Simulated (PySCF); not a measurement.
Correlation energy of Re²⁺ (rhenium, charge +2)

[Xe] 4f14 5d4 6s1, high-spin 6D determinant (an excited configuration). All numbers are calculated (PySCF 2.14, scalar relativity by spin-free X2C-1e, in ANO-RCC-VTZP (8s7p5d3f2g1h, 104 functions)). Frozen: [Xe] 4f14; 5 electrons correlated.

```
  level  correlation energy (mhartree)
   CCSD                         -50.75
    (T)                          -0.55
CCSD(T)                         -51.30
```

Diagnostics: T1 = 0.0028, D1 = 0.0077, largest double amplitude 0.027.

**Question.** Is a single reference adequate?

**Answer.** Yes, within this model without spin-orbit coupling: T1 lies below 0.03 and no double amplitude reaches 0.07.
